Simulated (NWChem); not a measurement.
# HgCl, doublet; SMILES [Hg][Cl]

Computed with NWChem. Spin-unrestricted. Coordinates come from a PBE0/def2-SVP, spin-unrestricted optimisation. This spin state was assumed; another may lie lower. No stability test was run on the SCF state. def2 effective core potentials on Hg; no spin-orbit coupling. Vertical excitations in the gas phase; the lowest state need not have the same character in each row. Excited states of an open shell can be spin-contaminated.

```csv
level,lowest excitation (eV),oscillator strength of that lowest state,lowest state with f > 0.02 (eV),oscillator strength of that bright state,"lowest empty minus highest occupied level, either spin (eV)"
"PBE/def2-SVP, TDA",1.46,0.001,3.89,0.083,0.81
"B3LYP/def2-SVP, TDA",1.58,0.001,3.84,0.110,2.18
"UHF/def2-SVP, CIS",?,0.002,?,?,?
"LDA (Slater exchange, VWN5)/def2-SVP, TDA",1.32,0.001,3.90,0.075,0.64
```

Q: Some entries are withheld; supply them.

A: 
- UHF/def2-SVP, CIS, lowest excitation (eV): 3.26
- UHF/def2-SVP, CIS, lowest state with f > 0.02 (eV): 3.98
- UHF/def2-SVP, CIS, oscillator strength of that bright state: 0.128
- UHF/def2-SVP, CIS, lowest empty minus highest occupied level, either spin (eV): 8.37
